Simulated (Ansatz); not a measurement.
`C#C[SeH]` + `CC[TeH]` → `CC([SeH])[TeH]` + acetylene at 600 K and 1 bar (formal exchange of groups at the Se–C bond).

Computed with Ansatz on PBE0-D4/def2-TZVP structures; ΔE is electronic, products minus reactants. CCSD(T)/CBS is the MP2 limit (def2-TZVPP, def2-QZVPP) plus CCSD(T) − MP2 in def2-TZVPP, frozen cores. This one scheme is used for every species. def2 core potentials past Kr. For Se, Te outer-core shells are correlated without core-valence functions, which leaves a few kJ/mol of doubt a bond. Scalar relativity is left out up to krypton. Each species was taken in one conformer, which may not be the lowest.

| species | CCSD(T)/CBS energy (Eh) | H − E (kJ/mol) | S (J/(mol·K)) |
| --- | --- | --- | --- |
| `C#C[SeH]` | -2477.92583 | 103.2 | 325.9 |
| `CC[TeH]` | -347.43450 | 234.4 | 378.8 |
| `CC([SeH])[TeH]` | -2748.13456 | 241.9 | 446.2 |
| `C#C` | -77.22717 | 96.2 | 235.4 |

H − E and S are ideal-gas, rigid-rotor, harmonic terms from PBE0-D4/def2-TZVP, for one conformer and one mirror image of each species. 1 Eh = 2625.50 kJ/mol, R = 8.31446 J/(mol·K).

By hand: ΔE, ΔH, ΔS and ΔG.

ΔE = (-2748.13456) + (-77.22717) − (-2477.92583) − (-347.43450) = -0.00140 Eh = -3.7 kJ/mol. Δ(H − E) = 241.9 + 96.2 − 103.2 − 234.4 = 0.5, so ΔH = -3.2 kJ/mol. ΔS = 446.2 + 235.4 − 325.9 − 378.8 = -23.1 J/(mol·K). ΔG = -3.2 − 600 × (-23.1)/1000 = 10.7 kJ/mol.

By hand: the equilibrium constant, and the temperature at which ΔG would vanish if ΔH and ΔS stayed fixed.

log₁₀ K = −ΔG/(RT ln 10) = -0.9. ΔG = 0 at ΔH/ΔS = 139 K, though so small a ΔH makes that figure unsure.

TΔS isn't small against ΔH here. A doubt of 5 kJ/mol in ΔE shifts log₁₀ K by 0.4 here. Other conformers and mirror images would add mixing entropy, several J/(mol·K) or more a flexible species. These are equilibria of isolated gas molecules and say nothing of rates. Largest T1 diagnostic: 0.013 (customary marks: 0.02 for closed shells, 0.045 for open ones).
